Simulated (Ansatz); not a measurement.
C2H7NOTe (SMILES CN(C)[Te]O), singlet, geometry from GFN2-xTB (core potentials on Te); PBE/def2-TZVPPD run with Ansatz (a first-principles code).

Ansatz was given this input:
Ansatz 0.2 input:
```yaml
crystal:
  periodic: [false, false, false]
  atoms:
    - {symbol: Te, position_ang: [0.62265516, 0.18672076, 0.36531323]}
    - {symbol: O, position_ang: [0.08763732, 2.03031612, -0.14439958]}
    - {symbol: H, position_ang: [-0.69713614, 2.29874653, 0.33644817]}
    - {symbol: N, position_ang: [-1.06062830, -0.58538601, -0.49795951]}
    - {symbol: C, position_ang: [-1.79068666, -1.55019538, 0.29055746]}
    - {symbol: C, position_ang: [-0.92098188, -1.01739121, -1.86998191]}
    - {symbol: H, position_ang: [-2.79997043, -1.64313053, -0.11823263]}
    - {symbol: H, position_ang: [-1.33140572, -2.54676130, 0.28355180]}
    - {symbol: H, position_ang: [-1.86030944, -1.20018537, 1.31897848]}
    - {symbol: H, position_ang: [-0.42074483, -1.98910517, -1.96646196]}
    - {symbol: H, position_ang: [-1.91620064, -1.10266497, -2.31318280]}
    - {symbol: H, position_ang: [-0.35899076, -0.26568567, -2.41992918]}
basis:
  gaussian:
    orbitals: def2-TZVPPD.json
hamiltonian:
  xc: pbe
```
The basis file holds def2-TZVPPD in the JSON format of the Basis Set Exchange.

The log (banner, timings and long lists left out):

```
Functional definition: PBE
1573 factors; their error is unknown
mean field evaluation 1: about -12991.2253 eV, gradient 1.0e2 eV
mean field evaluation 2: about -12777.0867 eV, gradient 2.8e2 eV
mean field evaluation 4: about -13011.5459 eV, gradient 3.2e1 eV
mean field evaluation 8: about -13013.2742 eV, gradient 4.4e-1 eV
mean field evaluation 16: about -13013.2353 eV, gradient 7.3e-4 eV
mean field -13013.23532995 eV, -478.2275776879 hartree, gradient 4.2e-5 eV, S^2 0.000000; 0 other end points of the search recorded, 0 dependent functions left out
reference -13013.23539549 eV, -478.2275800966 hartree; 29, 29 occupied and 300, 300 virtual orbitals, 1573 factors
Total energy: -13013.23539549 eV, -478.2275800966 hartree
```
